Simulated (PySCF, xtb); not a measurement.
Al(Me)(OH)2 (CH₅AlO₂), SMILES [Al]([CH3])([OH])[OH]. Other conformers were not sampled.

Harmonic wavenumbers (cm⁻¹) from GFN2-xTB run with xtb at its own minimum, in rising order: 7, 136, 193, 224, 241, 336, 411, 420, 571, 635, 658, 814, 953, 1281, 1453, 1465, 2995, 3005, 3013, 3793, 3795.

### Question
What does ωB97X-D3(BJ)/def2-SVP (PySCF) give at its own minimum? (Estimate from the structure and the level; the computed values follow.)

### Answer
20, 191, 241, 249, 291, 374, 467, 563, 612, 666, 700, 858, 933, 1235, 1440, 1441, 3063, 3156, 3175, 4004, 4007. Paired by order, the mean absolute difference is 71 cm⁻¹ and the zero-point energies are 37.7 and 39.6 kcal/mol.
